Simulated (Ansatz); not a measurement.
System: CH6OSi, charge 0, singlet. CH6OSi (SMILES CO[SiH3]).
B3LYP-D3(BJ)/def2-TZVP minimum from Ansatz (a first-principles code):
```
O
C 1 1.4183
H 2 1.0897 1 108.08
H 2 1.0949 3 108.67 1 120.92
H 2 1.0949 3 108.67 4 118.17
Si 1 1.6454 2 123.35 3 -180.00
H 6 1.4759 1 106.49 2 180.00
H 6 1.4858 7 110.32 1 120.46
H 6 1.4858 7 110.32 8 119.08
```

Wanted: atomisation energy (electronic, to ground-state atoms), in kcal/mol. Radicals and triplets start from unrestricted determinants; spin-orbit coupling is neglected. CBS(X,Y): correlation extrapolated as X^-3, Hartree-Fock from the larger set. A bracket is a step between two methods taken in the basis named. Functionals run without relativity, which enters their misses. Double hybrids freeze cores in their MP2 part. '+ core + X2C': CCSD(T) terms for core correlation (cc-pwCVTZ, 1s frozen past Ne) and scalar relativity (cc-pVTZ-DK). For partners of very few electrons the exact lower level stands in for a higher one.

CCSD(T)/CBS(cc-pV(T+d)Z,cc-pV(Q+d)Z) + [CCSDT(Q) - CCSD(T)]/cc-pV(D+d)Z + core + X2C (Ansatz) gives 745.3 kcal/mol.

Question: How far off this value is PBE/def2-TZVPD (Ansatz), in which direction, and which of these levels come nearer: r2SCAN/def2-TZVPD, B3LYP/def2-TZVPD, PBE0/def2-TZVPD, wB97M-V/def2-TZVPD, B2PLYP/def2-TZVPD, CCSD(T)/CBS(cc-pV(T+d)Z,cc-pV(Q+d)Z) + core + X2C?

Answer: PBE gives 740.6 kcal/mol, 4.7 kcal/mol below it. Differences of the others: r2SCAN/def2-TZVPD (Ansatz) -4.9; B3LYP/def2-TZVPD (Ansatz) -7.4; PBE0/def2-TZVPD (Ansatz) -12.7; wB97M-V/def2-TZVPD (Ansatz) -2.0; B2PLYP/def2-TZVPD (Ansatz) -12.4; CCSD(T)/CBS(cc-pV(T+d)Z,cc-pV(Q+d)Z) + core + X2C (Ansatz) -0.4 kcal/mol. Nearer than PBE: wB97M-V/def2-TZVPD, CCSD(T)/CBS(cc-pV(T+d)Z,cc-pV(Q+d)Z) + core + X2C.
